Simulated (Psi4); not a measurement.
ClRb (SMILES [Cl][Rb]), singlet, geometry from GFN2-xTB (such geometries of metal compounds can be far from the true shape) (core potentials on Rb); HF/def2-TZVP (Psi4).

Here is a job for Psi4.
```
memory 2 GB

molecule {
0 1
Rb   -0.00000000   -0.00000000   -0.85719931
Cl    0.00000000    0.00000000    1.86566909
}

set {
  basis def2-tzvp
}

energy('scf')
print_variables()
```

Output, abridged:

```
   => Loading Basis Set <=

    Name: DEF2-TZVP
    Role: ORBITAL
    Keyword: BASIS

    !!!  WARNING: ECP capability is in beta. Please check occupations closely.  !!!

         ---------------------------------------------------------
                                   SCF
               by Justin Turney, Rob Parrish, Andy Simmonett
                          and Daniel G. A. Smith
                              RHF Reference
         ---------------------------------------------------------

  ==> Geometry <==

    Molecular point group: c2v
    Full point group: C_inf_v

    Geometry (in Angstrom), charge = 0, multiplicity = 1:

       Center              X                  Y                   Z               Mass
    ------------   -----------------  -----------------  -----------------  -----------------
         RB           0.000000000000     0.000000000000    -0.794253200768    84.911789737900
         CL           0.000000000000     0.000000000000     1.928615199232    34.968852682000

  Running in c2v symmetry.

  Rotational constants: A = ************  B =      0.09180  C =      0.09180 [cm^-1]
  Rotational constants: A = ************  B =   2752.09600  C =   2752.09600 [MHz]
  Nuclear repulsion =   29.734860940216578

  Charge       = 0
  Multiplicity = 1
  Electrons    = 26
  Nalpha       = 13
  Nbeta        = 13

  ==> Algorithm <==

  SCF Algorithm Type is DF.
  DIIS enabled.
  MOM disabled.
  Fractional occupation disabled.
  Guess Type is SAD.
  Energy threshold   = 1.00e-06
  Density threshold  = 1.00e-06
  Integral threshold = 1.00e-12

  ==> Primary Basis <==

  Basis Set: DEF2-TZVP
    Blend: DEF2-TZVP
    Number of shells: 26
    Number of basis functions: 70
    Number of Cartesian functions: 78
    Spherical Harmonics?: true
    Max angular momentum: 3

  Core potential: DEF2-TZVP
    Number of shells: 4
    Number of ECP primitives: 10
    Number of ECP core electrons: 28
    Max angular momentum: 3

   => Loading Basis Set <=

    Name: (DEF2-TZVP AUX)
    Role: JKFIT
    Keyword: DF_BASIS_SCF

  ==> Integral Setup <==

  SCF_SUBTYPE=INCORE selected. In-core MEM_DF algorithm will be used.
  Using in-core AOs.

  ==> MemDFJK: Density-Fitted J/K Matrices <==

    J tasked:                   Yes
    K tasked:                   Yes
    wK tasked:                   No
    Algorithm:                 Core
    Schwarz Cutoff:           1E-12
    Mask sparsity (%):       0.7347
    Fitting Condition:        1E-10

   => Auxiliary Basis Set <=

  Basis Set: (DEF2-TZVP AUX)
    Blend: DEF2-UNIVERSAL-JKFIT
    Number of shells: 69
    Number of basis functions: 239
    Number of Cartesian functions: 294
    Spherical Harmonics?: true
    Max angular momentum: 4

  Minimum eigenvalue in the overlap matrix is 2.6259698128E-02.
  Reciprocal condition number of the overlap matrix is 7.6444381514E-03.
    Using symmetric orthogonalization.

  ==> Pre-Iterations <==

  SCF Guess: Superposition of Atomic Densities via on-the-fly atomic UHF (no occupation information).

   -------------------------
    Irrep   Nso     Nmo
   -------------------------
     A1        32      32
     A2         6       6
     B1        16      16
     B2        16      16
   -------------------------
    Total      70      70
   -------------------------

  ==> Iterations <==

                           Total Energy        Delta E     RMS |[F,P]|

   @DF-RHF iter SAD:  -482.48762292302962   -4.82488e+02   0.00000e+00
   @DF-RHF iter   1:  -483.33698250728025   -8.49360e-01   8.07585e-03 DIIS/ADIIS
   @DF-RHF iter   2:  -483.38563142462311   -4.86489e-02   3.38338e-03 DIIS/ADIIS
   @DF-RHF iter   3:  -483.39133011974388   -5.69870e-03   2.42274e-04 DIIS/ADIIS
   @DF-RHF iter   4:  -483.39143500913707   -1.04889e-04   6.46569e-05 DIIS
   @DF-RHF iter   5:  -483.39145169414508   -1.66850e-05   1.73031e-05 DIIS
   @DF-RHF iter   6:  -483.39145307741757   -1.38327e-06   4.81866e-06 DIIS
   @DF-RHF iter   7:  -483.39145313290561   -5.54880e-08   9.97259e-07 DIIS
  Energy and wave function converged.

  ==> Post-Iterations <==

    Orbital Energies [Eh]
    ---------------------

    Doubly Occupied:

       1A1  -104.675199     2A1   -10.404205     3A1    -7.870647
       1B2    -7.870436     1B1    -7.870436     4A1    -1.573278
       5A1    -0.930524     2B1    -0.809062     2B2    -0.809062
       6A1    -0.795468     7A1    -0.338309     3B2    -0.333166
       3B1    -0.333166

    Virtual:

       8A1    -0.009769     4B1     0.016092     4B2     0.016092
       9A1     0.026672     1A2     0.034695    10A1     0.034695
       5B1     0.051394     5B2     0.051394    11A1     0.067217
      12A1     0.076984     6B1     0.105957     6B2     0.105957
      13A1     0.116127     2A2     0.122501    14A1     0.122501
       7B2     0.163291     7B1     0.163291    15A1     0.231097
       8B1     0.468617     8B2     0.468617     3A2     0.474948
      16A1     0.474948    17A1     0.492635    18A1     0.627797
       9B1     0.659502     9B2     0.659502    10B1     0.690917
      10B2     0.690917    19A1     0.717195     4A2     0.764618
      20A1     0.764618    21A1     0.797944    11B1     0.822010
      11B2     0.822010    22A1     1.013398    23A1     1.278198
       5A2     2.227059    24A1     2.227059    12B1     2.248648
      12B2     2.248648    25A1     2.360456    26A1     2.539135
       6A2     2.539135    13B2     2.544368    13B1     2.544368
      14B1     2.546919    14B2     2.546919    27A1     2.630011
      15B2     2.715676    15B1     2.715676    28A1     2.726577
      16B2    11.640518    16B1    11.640518    29A1    11.652282
      30A1    13.190238    31A1    25.290213    32A1    39.455501

    Final Occupation by Irrep:
             A1    A2    B1    B2
    DOCC [     7,    0,    3,    3 ]
    NA   [     7,    0,    3,    3 ]
    NB   [     7,    0,    3,    3 ]

  @DF-RHF Final Energy:  -483.39145313290561

   => Energetics <=

    Nuclear Repulsion Energy =             29.7348609402165778
    One-Electron Energy =                -737.0266913497314363
    Two-Electron Energy =                 223.9003772766092482
    Total Energy =                       -483.3914531329056672

Computation Completed

Properties will be evaluated at   0.000000,   0.000000,   0.000000 [a0]

Properties computed using the SCF density matrix

 Multipole Moments:

 ------------------------------------------------------------------------------------
     Multipole            Electronic (a.u.)      Nuclear  (a.u.)        Total (a.u.)
 ------------------------------------------------------------------------------------

 L = 1.  Multiply by 2.5417464519 to convert [e a0] to [Debye]
 Dipole X            :          0.0000000            0.0000000            0.0000000
 Dipole Y            :          0.0000000            0.0000000            0.0000000
 Dipole Z            :        -52.6706778           48.4491378           -4.2215400
 Magnitude           :                                                    4.2215400

 ------------------------------------------------------------------------------------

  Variable Map:
  ----------------------------------------------------------------------------
  "CURRENT ENERGY"           =>    -483.391453132906
  "CURRENT REFERENCE ENERGY" =>    -483.391453132906
  "DD SOLVATION ENERGY"      =>       0.000000000000
  "HF KINETIC ENERGY"        =>     467.304530695298
  "HF POTENTIAL ENERGY"      =>    -950.695983828204
  "HF TOTAL ENERGY"          =>    -483.391453132906
  "HF VIRIAL RATIO"          =>       2.034424922895
  "NUCLEAR REPULSION ENERGY" =>      29.734860940217
  "ONE-ELECTRON ENERGY"      =>    -737.026691349731
  "PCM POLARIZATION ENERGY"  =>       0.000000000000
  "PE ENERGY"                =>       0.000000000000
  "SCF ITERATION ENERGY"     =>    -483.391453132906
  "SCF ITERATIONS"           =>       7.000000000000
  "SCF TOTAL ENERGY"         =>    -483.391453132906
  "TWO-ELECTRON ENERGY"      =>     223.900377276609

  Array Variable Map:
  ----------------------------------------------------------------------------
  "CURRENT DIPOLE"           =>       0.000000000000 ... -4.221540002390 1 by 3
  "SCF DIPOLE"               =>       0.000000000000 ... -4.221540002390 1 by 3
  "SCF TOTAL ENERGIES"       =>    -482.487622923030 ... -483.391453132906 1 by 8
```
